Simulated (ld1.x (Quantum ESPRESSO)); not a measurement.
Values are calculated unless marked as measured or tabulated.
## Hardness and transferability of assorted potentials

Generated with ld1.x 7.5 (TM, RRKJ, ultrasoft, PAW), atompaw 4.2 or ONCVPSP 4.0.1. The cutoff is in Ry: for ld1.x and atompaw files where the sum of valence levels is converged to 10 mRy in a Bessel basis, for ONCV files where the hardest occupied wave has 1 mHa per electron of residual kinetic energy. The error is the largest all-electron minus pseudo excitation energy over each file’s own four to seven test configurations (ionisations up to +4, promotions, holes and added fractions of an electron), all of which were solved. The labels leave out finer settings (local radius, basis sizes, second energies), which also bear on the numbers. Spin-polarised tests are not counted. The rows are a selection from randomly drawn settings: files with unsolved tests, undetermined cutoffs or missed reference levels are left out.

| element | potential | cutoff (Ry) | largest error (meV) | bound ghosts |
| --- | --- | --- | --- | --- |
| F | TM, PBE, non-relativistic, rc 0.70/1.00/0.95 (spd), local p, core correction no, reference 2s2 2p5 | 160 | +551 | none |
| Ga | TM, PBE, scalar-relativistic, rc 1.45/2.00 (sp), local s, core correction yes, reference 4s2 4p0.75 | 35 | -160 | none |
| Er | TM, LDA (PZ), scalar-relativistic, rc 2.50/4.20/2.15 (spd), local s, core correction yes, reference 5d1 6s1 6p0 | 18 | -45 | none |
| Hf | RRKJ, PBE, scalar-relativistic, rc 2.90/3.30/2.70 (spd), local smoothed, core correction yes, reference 5d2 6s1 6p1 | 18 | +53 | none |

(1) Fill in the row for Cr: PAW, LDA (PZ), scalar-relativistic, rc 1.45/1.60/1.30 (spd), local smoothed, core correction yes, reference 3s2 3p6 3d4 4s0 4p0.

(2) Fill in the row for C: TM, PBE, scalar-relativistic, rc 0.85/2.15/1.90 (spd), local p, core correction no, reference 2s2 2p1.

Results:

(1) cutoff 60 Ry, largest error -15 meV, bound ghosts: none.

(2) cutoff 80 Ry, largest error +433 meV, bound ghosts: none.
